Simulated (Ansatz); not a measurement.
Total energies of Sr₄ from Ansatz at PBE0/def2-TZVP, gas phase (1 Eh = 27.2114 eV = 2625.5 kJ/mol). The reference geometry is relaxed at PBE0/def2-TZVP.

```tsv
atom	x (Å)	y (Å)	z (Å)
Sr1	-0.2477	1.2985	-2.1850
Sr2	1.3902	1.3682	1.6498
Sr3	1.1670	-2.2244	-0.4637
Sr4	-2.3094	-0.4423	0.9989
```

```tsv
state	geometry	energy (Eh)
charge 0 singlet	reference	-122.77676
charge 1 doublet	reference	-122.61027
charge 0 triplet	relaxed at PBE0/def2-TZVP	-122.75245
charge 0 quintet	relaxed at PBE0/def2-TZVP	-122.71956
free Sr atom (singlet)	–	-30.67766
```

In the def2 sets Sr takes a core potential; there is no spin–orbit coupling.

Question: Work out the vertical ionisation energy to the doublet.

Answer: E(charge 1 doublet) − E(charge 0 singlet) = -122.61027 − (-122.77676) = 0.16649 Eh = 4.53 eV. For comparison, −ε of the highest occupied level is 3.63 eV at this level, 0.90 eV less.

Question: Which of the charge 0 states is lowest, and how far above it are the others?

Answer: The singlet. triplet: -122.75245 − (-122.77676) = 0.02431 Eh = 63.8 kJ/mol; quintet: -122.71956 − (-122.77676) = 0.05720 Eh = 150.2 kJ/mol.

Question: What is the binding energy per atom against free atoms?

Answer: Atoms: 4 × (-30.67766) = -122.71064 Eh. Binding: -122.71064 − (-122.77676) = 0.06612 Eh = 1.80 eV, or 0.45 eV for each of 4 atoms (no zero-point energy, no counterpoise term).

The structure comes from a short search, and lower isomers may exist.
